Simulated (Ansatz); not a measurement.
Cl₂F₂H₃NSi₂, SMILES `F[SiH2]N[Si](F)(Cl)Cl` at its PBE0-D4/def2-TZVP geometry, where that method's forces vanish. Charge 0, multiplicity 1.

```xyz
10

F    -2.0276    0.3252    1.5391
Si   -1.5964    0.0020    0.0375
N     0.0022    0.5542   -0.2882
Si    1.4948   -0.2164   -0.0704
F     2.0399   -0.8504   -1.4128
Cl    2.8957    1.1187    0.5301
Cl    1.2957   -1.7302    1.2563
H    -2.5188    0.7472   -0.8448
H    -1.6546   -1.4614   -0.1350
H     0.0691    1.5111   -0.6118
```

Task: What forces (eV/Å) does PBE-D4/def2-TZVPP give on these atoms in Ansatz 0.2.0? (Estimate.)

Result: Ansatz gave: 
```
F1  -0.187  0.126  0.610
Si2 -0.067 -0.157 -0.364
N3  -0.089  0.015 -0.042
Si4 -0.009  0.089  0.323
F5   0.237 -0.284 -0.609
Cl6  0.238  0.239  0.108
Cl7 -0.045 -0.258  0.232
H8  -0.101  0.089 -0.118
H9   0.000 -0.173 -0.032
H10  0.022  0.313 -0.108
```
